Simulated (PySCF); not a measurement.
A PySCF script (with the pyscf-properties extension) for the NMR shieldings of `InChI=1S/C6H10OSi2/c1-2-6(7-3-1)9-4-8-5-9/h1-3,9H,4-5,8H2`, on a PBE0-D3(BJ)/def2-SVP geometry:

```python
import basis_set_exchange as bse
import numpy as np
from pyscf import gto, dft
from pyscf.prop import nmr

atoms = """
C     3.360440   -0.107492   -0.162112
C     2.728474   -0.825999    0.810000
O     1.398227   -0.656911    0.733229
C     1.133826    0.188383   -0.306240
Si   -0.647719    0.604519   -0.665377
C    -1.771838   -0.915921   -0.893880
Si   -2.701115   -0.385493    0.682343
C    -1.635577    1.184132    0.856109
C     2.322828    0.551605   -0.887262
H     4.432756   -0.055790   -0.337393
H     3.086609   -1.480950    1.600907
H    -0.637039    1.559605   -1.815484
H    -2.373121   -0.900729   -1.816085
H    -1.257971   -1.887226   -0.833815
H    -2.533688   -1.343784    1.818021
H    -4.160824   -0.122527    0.482431
H    -2.179081    2.129907    0.705747
H    -1.055460    1.264373    1.787703
H     2.437345    1.217854   -1.740345
"""
names = dict.fromkeys(["C", "O", "Si", "H"], "pcSseg-1")
basis = {el: gto.basis.parse(bse.get_basis(n, elements=[el], fmt="nwchem")) for el, n in names.items()}
mol = gto.M(atom=atoms, basis=basis, charge=0, verbose=0)
mf = dft.RKS(mol, xc="PBE0")
mf.grids.level = 2
mf.grids.alignment = dft.numint.BLKSIZE   # the property module wants whole blocks of grid points
mf.conv_tol = 1e-9
mf.kernel()

calc = nmr.RKS(mf)   # GIAO
C = mf.mo_coeff
Co = C[:, mf.mo_occ > 0]
resp = mf.gen_response(singlet=True, hermi=2)
def vind(x):   # induced exchange potential for any number of trial vectors
    d = np.einsum("pi,xij,qj->xpq", C, 2 * x.reshape(-1, C.shape[1], Co.shape[1]), Co, optimize=True)
    return np.einsum("xpq,pi,qj->xij", resp(d - d.transpose(0, 2, 1)), C, Co, optimize=True).ravel()
mo1, _ = nmr.rhf.solve_mo1(calc, with_cphf=vind)
sigma = calc.kernel(mo1)
for i, s in enumerate(sigma):   # ppm
    w = np.linalg.eigvalsh((s + s.T) / 2)
    print("%2d %-2s iso %8.1f  s11 %8.1f  s22 %8.1f  s33 %8.1f" % (i, mol.atom_pure_symbol(i), w.mean(), *w))
```

Question: What are the results?

Answer: 
```
 0 C  iso     69.0  s11    -17.9  s22     65.5  s33    159.5
 1 C  iso     32.2  s11    -48.3  s22     38.6  s33    106.4
 2 O  iso     15.7  s11   -130.4  s22    -79.5  s33    257.1
 3 C  iso     24.6  s11    -56.8  s22     22.2  s33    108.4
 4 Si iso    370.7  s11    354.7  s22    357.4  s33    400.1
 5 C  iso    188.7  s11    173.6  s22    192.7  s33    199.8
 6 Si iso    384.4  s11    353.0  s22    370.8  s33    429.5
 7 C  iso    189.0  s11    173.9  s22    193.1  s33    199.9
 8 C  iso     56.4  s11    -39.2  s22     57.0  s33    151.5
 9 H  iso     24.7  s11     22.6  s22     25.2  s33     26.3
10 H  iso     23.6  s11     20.5  s22     24.3  s33     25.8
11 H  iso     25.9  s11     22.3  s22     24.4  s33     30.9
12 H  iso     30.6  s11     26.7  s22     27.1  s33     37.9
13 H  iso     30.6  s11     26.4  s22     28.6  s33     36.9
14 H  iso     26.2  s11     23.4  s22     23.8  s33     31.3
15 H  iso     26.3  s11     23.0  s22     24.1  s33     31.7
16 H  iso     30.6  s11     26.8  s22     27.1  s33     37.9
17 H  iso     30.6  s11     26.3  s22     28.5  s33     36.9
18 H  iso     24.3  s11     21.9  s22     23.9  s33     27.1
```

These numbers come from an equivalent density-fitted implementation of the same equations, which agrees with the script to about 0.01 ppm for H and up to a few tenths of a ppm for heavy atoms, so last digits may differ.

Size and cost of the density-fitted run: 217 basis functions, 75 s wall time on 1 thread of an Arm Neoverse N1, shared host; peak memory 1 GiB.
